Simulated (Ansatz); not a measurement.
Coupled-cluster run, C3H12ClGeN3, SMILES `C[NH][Ge]([Cl])([NH]C)[NH]C`.

```yaml
crystal:
  periodic: [false, false, false]
  atoms:
    - {symbol: C, position_ang: [-1.923356, -2.055761, -0.393986]}
    - {symbol: N, position_ang: [-1.616582, -0.663543, -0.146999]}
    - {symbol: Ge, position_ang: [0.065926, -0.053809, 0.086503]}
    - {symbol: Cl, position_ang: [0.918417, -1.192022, 1.730618]}
    - {symbol: N, position_ang: [-0.097785, 1.708362, 0.503060]}
    - {symbol: C, position_ang: [-0.723832, 2.105395, 1.753326]}
    - {symbol: N, position_ang: [1.184261, -0.373455, -1.307280]}
    - {symbol: C, position_ang: [2.622786, -0.230960, -1.222277]}
    - {symbol: H, position_ang: [-2.956967, -2.273617, -0.110063]}
    - {symbol: H, position_ang: [-1.781805, -2.366622, -1.437052]}
    - {symbol: H, position_ang: [-1.281048, -2.683729, 0.226933]}
    - {symbol: H, position_ang: [-2.235445, -0.008915, -0.599282]}
    - {symbol: H, position_ang: [0.741823, 2.235753, 0.310306]}
    - {symbol: H, position_ang: [-1.633256, 1.520483, 1.903790]}
    - {symbol: H, position_ang: [-0.086799, 1.957215, 2.634139]}
    - {symbol: H, position_ang: [-1.014682, 3.159047, 1.712374]}
    - {symbol: H, position_ang: [0.803449, -0.112361, -2.204303]}
    - {symbol: H, position_ang: [3.110548, -0.830130, -1.996768]}
    - {symbol: H, position_ang: [2.966596, -0.611583, -0.258604]}
    - {symbol: H, position_ang: [2.981151, 0.803053, -1.321832]}
basis:
  gaussian: {orbitals: def2-TZVPP}
correlation: {method: ccsd_t}
```

```sh
$ ansatz run in.yaml --threads 6 --pin off --events-out ev --progress --plain --backend cuda
```

Log, shortened:

```
Functional definition: HF
2632 factors; integrals over basis functions are off by at most 1.1e-3 eV
mean field evaluation 1: about -76702.5500 eV, gradient 5.3e1 eV
mean field evaluation 2: about -76702.8958 eV, gradient 5.3e1 eV
mean field evaluation 4: about -76709.1026 eV, gradient 5.8e0 eV
mean field evaluation 8: about -76709.1946 eV, gradient 3.2e-1 eV
mean field -76709.19556322 eV, -2819.0109415879 hartree, gradient 8.0e-6 eV, S^2 0.000000; 0 other end points of the search recorded, 0 dependent functions left out
20 core orbitals not correlated: weight in the atoms' cores, before any rotation towards them, 1.000 or more for the frozen orbitals, at most 0.000 for the correlated occupied ones
reference -76709.19556322 eV, -2819.0109415879 hartree; 30, 30 occupied and 394, 394 virtual orbitals, 2632 factors
second order -43.72470079 eV of doubles, -0.00000000 eV of singles
cycle   1  -44.22482760 eV  change   -5.0e-1 eV  update   1.3e-1
cycle   2  -45.28107782 eV  change    -1.1e0 eV  update   3.6e-2
cycle   3  -45.46735347 eV  change   -1.9e-1 eV  update   1.7e-2
cycle   4  -45.45080316 eV  change    1.7e-2 eV  update   3.9e-3
cycle   5  -45.45100810 eV  change   -2.0e-4 eV  update   2.1e-3
cycle   6  -45.45183068 eV  change   -8.2e-4 eV  update   6.6e-4
cycle   7  -45.45148216 eV  change    3.5e-4 eV  update   2.9e-4
cycle   8  -45.45144820 eV  change    3.4e-5 eV  update   8.5e-5
cycle   9  -45.45146223 eV  change   -1.4e-5 eV  update   3.2e-5
perturbative correction -1.83851121 eV, -0.0675640409 hartree
Total energy: -76756.48553665 eV, -2820.7488160575 hartree
```

Run time 24 s (6 threads of an AMD EPYC 7R13 on a shared host and a share of an NVIDIA H100 80 GB); peak host memory 0.92 GiB.

Correlation energy per correlated electron: -0.788 eV. T1 diagnostic: 0.0103.
